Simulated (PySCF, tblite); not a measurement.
Isomers of C6H8NP. Computed with GFN2-xTB (tblite): harmonic, unscaled wavenumbers at the GFN2-xTB geometry, gas phase. This tight-binding method is rough: wavenumbers can miss measured ones by several per cent, in bad cases by 10 to 20. Modes of hydrogen on phosphorus can be 10 to 20 % off. One conformer each.

Electronic energies: PBE0/pcSseg-1 single points on the GFN2-xTB geometries (PySCF, gas phase).

| SMILES | electronic energy, lowest = 0 (kcal/mol) |
| --- | --- |
| CCc1ccpcn1 | 6.3 |
| Cc1cc(C)pcn1 | 3.4 |
| Cc1cpcc(C)n1 | 0.0 |
| Cc1cncpc1C | 5.5 |
| CPc1ccncc1 | 3.7 |
| CPc1ccccn1 | 2.8 |
| Cc1cpcnc1C | 3.8 |

**Question.** How do GFN2-xTB zero-point energies change the relative energies?

**Answer.** 
```tsv
SMILES	ZPE (kcal/mol)	of it from modes above 1550 cm⁻¹	electronic (kcal/mol)	with ZPE, lowest = 0 (kcal/mol)	lowest mode (cm⁻¹)	rings
Cc1cpcc(C)n1	77.8	34.7	0.0	0.0	52	1
CPc1ccccn1	76.3	38.2	2.8	1.3	39	1
Cc1cc(C)pcn1	77.8	34.5	3.4	3.4	56	1
CPc1ccncc1	76.4	35.9	3.7	2.3	21	1
Cc1cpcnc1C	78.2	34.5	3.8	4.2	98	1
Cc1cncpc1C	78.3	34.5	5.5	6.0	120	1
CCc1ccpcn1	78.6	34.5	6.3	7.1	36	1
```

The zero-point energies span 2.3 kcal/mol, from `CPc1ccccn1` to `CCc1ccpcn1`. The lowest isomer stays, but the order above it changes.

**Question.** And how do the electronic energies of GFN2-xTB itself compare?

**Answer.** `Cc1cpcc(C)n1` 0.0; `CPc1ccccn1` 2.2; `Cc1cc(C)pcn1` 2.4; `CPc1ccncc1` 4.1; `Cc1cpcnc1C` 1.8; `Cc1cncpc1C` 3.4; `CCc1ccpcn1` 6.5 kcal/mol, lowest = 0. Against the energies above, taken from the same isomer `Cc1cpcc(C)n1`, the largest difference is 2.1 kcal/mol.

**Question.** What do entropy and thermal enthalpy add at 298.15 K and 1 bar (rigid rotor, harmonic oscillator, one conformer each)?

**Answer.** 
| SMILES | point group | symmetry number | S (cal/(mol K)) | H − H(0) (kcal/mol) | ZPE + H − H(0) − TS (kcal/mol) |
| --- | --- | --- | --- | --- | --- |
| Cc1cpcc(C)n1 | C2v | 2 | 91.4 | 6.04 | 56.6 |
| CPc1ccccn1 | C1 | 1 | 90.0 | 5.74 | 55.2 |
| Cc1cc(C)pcn1 | Cs | 1 | 92.4 | 6.03 | 56.3 |
| Cc1cpcnc1C | Cs | 1 | 88.2 | 5.73 | 57.7 |
| Cc1cncpc1C | Cs | 1 | 88.1 | 5.74 | 57.8 |
| CCc1ccpcn1 | C1 | 1 | 89.7 | 5.63 | 57.5 |

Not tabulated: `CPc1ccncc1` (lowest mode only 21 cm⁻¹).
